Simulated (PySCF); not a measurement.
## Atomic charges by several schemes

Species: C5H4F3P.
Structure used (PBE0-D3(BJ)/def2-SVP), in Å, numbered top down from 1:
```
atom  x, y, z in Å
C1     2.586   -0.810   -1.046
C2     1.456   -0.382   -0.911
P3    -0.214    0.214   -0.887
C4     0.052    1.884   -0.138
C5    -0.798   -0.663    0.598
F6    -0.146   -0.505    1.757
C7    -1.875   -1.458    0.596
F8    -2.600   -1.700   -0.461
F9    -2.327   -2.084    1.648
H10    3.588   -1.185   -1.150
H11   -0.932    2.350    0.022
H12    0.618    2.498   -0.852
H13    0.597    1.825    0.813
```

Density: PBE0/pcSseg-1 (PySCF); schemes: Mulliken, IAO, Hirshfeld and ESP-fitted. The structure is a single PBE0-D3(BJ)/def2-SVP conformer in the gas phase; no vibrational or solvent corrections.

Q: At which atom do the 4 schemes differ most?

A: At P3: from -0.117 (ESP-fitted) to +0.592 e (IAO), 0.709 e apart.

Q: Which atoms carry the highest charge in the Mulliken, IAO, Hirshfeld and ESP-fitted schemes?

A: The schemes don't all agree: Mulliken C7 (+0.559); IAO P3 (+0.592); Hirshfeld P3 (+0.179); ESP-fitted C7 (+0.516).

Q: Give the atomic charges in each scheme.

A: In e:

```
atom                     environment  Mulliken     IAO  Hirshfeld  ESP-fitted
  C1          terminal alkyne carbon    -0.347  -0.197     -0.091      -0.467
  C2                   alkyne carbon    -0.059  -0.281     -0.122      +0.147
  P3            phosphine phosphorus    +0.556  +0.592     +0.179      -0.117
  C4  sp3 carbon bound to phosphorus    -0.468  -0.603     -0.159      -0.214
  C5              vinylic C–F carbon    -0.113  -0.033     -0.026      -0.072
  F6                  vinyl fluorine    -0.259  -0.257     -0.077      -0.121
  C7                     =CF2 carbon    +0.559  +0.533     +0.154      +0.516
  F8                  vinyl fluorine    -0.214  -0.225     -0.050      -0.171
  F9                  vinyl fluorine    -0.218  -0.223     -0.053      -0.163
 H10                 alkyne hydrogen    +0.079  +0.205     +0.102      +0.329
 H11                 methyl hydrogen    +0.155  +0.160     +0.048      +0.120
 H12                 methyl hydrogen    +0.159  +0.166     +0.052      +0.128
 H13                 methyl hydrogen    +0.169  +0.162     +0.043      +0.085
```

Mean size of the charges over all atoms: IAO 0.280 e, Mulliken 0.258 e, ESP-fitted 0.204 e, Hirshfeld 0.089 e. Each set sums to the total charge, 0, to within 0.001 e. The Mulliken scheme counts on each atom the diagonal of the density matrix times the overlap matrix over that atom's basis functions. The ESP scheme is a least-squares fit of atom-centred charges to the potential on four shells outside the van der Waals surface, with the total charge fixed.

Q: Sum the charges by element, for elements with more than one atom.

A: 
| element | atoms | Mulliken | IAO | Hirshfeld | ESP-fitted |
| --- | --- | --- | --- | --- | --- |
| C | 5 | -0.427 | -0.581 | -0.244 | -0.089 |
| F | 3 | -0.691 | -0.704 | -0.180 | -0.455 |
| H | 4 | +0.562 | +0.694 | +0.245 | +0.661 |

Q: How many electrons does the ESP-fitted scheme count on F8?

A: Z − q = 9 − (-0.171) = 9.171.

Q: How closely do the schemes follow one another over all atoms?

A: Correlation coefficient and root-mean-square difference: IAO with Hirshfeld 0.98, 0.230 e; Mulliken with IAO 0.96, 0.094 e; Mulliken with Hirshfeld 0.93, 0.216 e; Mulliken with ESP-fitted 0.68, 0.227 e; Hirshfeld with ESP-fitted 0.60, 0.202 e; IAO with ESP-fitted 0.59, 0.272 e.
